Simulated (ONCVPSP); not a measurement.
## Transferability test, ONCV potential for silicon (Si)

ONCVPSP 4.0.1 input, shortened (lines: element, Z, core and valence counts, functional; n l f; lmax; l rc ep ncon nbas qcut; lloc lpopt rc5 dvloc0; l nproj debl; icmod fcfact rcfact), PBEsol, scalar-relativistic:

```
  Si 14.00    1    4  -116133      upf
    1    0    2.00
    2    0    2.00
    2    1    6.00
    3    0    1.50
    3    1    2.50
    1
    0    0.80    0.00    4    8   11.70
    1    1.10    0.00    4    8   13.90
    4    5    0.55    0.00
    0    2    1.50
    1    2    1.30
    1    0.55    0.00
```

Energies are relative to the spin-unpolarised reference configuration 2s2 2p6 3s1.5 3p2.5; without spin polarisation the order of configurations can differ from experiment.

Problem. Give the all-electron excitation energy and the error of the potential for: 2s2 2p6 3s2 3p2; 2s2 2p6 3s2 3p1; 2s2 2p6 3s2 3p0; 2s2 2p6 3s0 3p4.

Solution.

```json
{"valence configuration": "2s2 2p6 3s2 3p2", "charge": "0", "ΔE all-electron (eV)": "-3.377", "error AE − PS (meV)": "-0.2"}
{"valence configuration": "2s2 2p6 3s2 3p1", "charge": "+1", "ΔE all-electron (eV)": "4.336", "error AE − PS (meV)": "+0.4"}
{"valence configuration": "2s2 2p6 3s2 3p0", "charge": "+2", "ΔE all-electron (eV)": "20.300", "error AE − PS (meV)": "+3.5"}
{"valence configuration": "2s2 2p6 3s0 3p4", "charge": "0", "ΔE all-electron (eV)": "10.360", "error AE − PS (meV)": "-0.7"}
```
